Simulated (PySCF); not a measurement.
GaI3, SMILES [I][Ga]([I])[I].

Geometry: B3LYP-D3(BJ)/def2-SVP. The isomer is the one that the SMILES or the coordinates give; other isomers of the formula were not compared. The def2 effective core potentials stand for the cores of I; spin–orbit coupling is left out.

Two levels are set side by side: TDA-PBE/def2-SVPD (PySCF) and TDA-ωB97X/def2-SVPD (PySCF). Vertical, same geometry. The lowest singlet is HOMO→LUMO 100 % with PBE and HOMO→LUMO 94 % with the other functional; states are paired by order. Differences are taken from unrounded values.

| quantity | TDA-ωB97X |
|---|---|
| lowest singlet excitation (eV) | 4.39 |
| lowest triplet excitation (TDA) (eV) | 3.99 |
| first bright state (f over 0.05) (eV) | 5.50 |
| its oscillator strength | 0.06 |

### Question
What does TDA-PBE give, and how far is it from TDA-ωB97X? (The exact figures need the calculation; the answer reports its results.)

### Answer

```json
[
 {"quantity": "lowest singlet excitation (eV)", "TDA-PBE": "3.24", "TDA-PBE minus TDA-ωB97X": "-1.15"},
 {"quantity": "lowest triplet excitation (TDA) (eV)", "TDA-PBE": "2.96", "TDA-PBE minus TDA-ωB97X": "-1.03"},
 {"quantity": "first bright state (f over 0.05) (eV)", "TDA-PBE": "4.49", "TDA-PBE minus TDA-ωB97X": "-1.01"},
 {"quantity": "its oscillator strength", "TDA-PBE": "0.05", "TDA-PBE minus TDA-ωB97X": "-0.01"}
]
```

A lower first singlet is the usual sign of a functional without exact exchange. Differences between two approximate levels are no errors against the true value.

Rough cost on one machine, each run with all the roots and properties that it gave: TDA-ωB97X against TDA-PBE about 4 times.
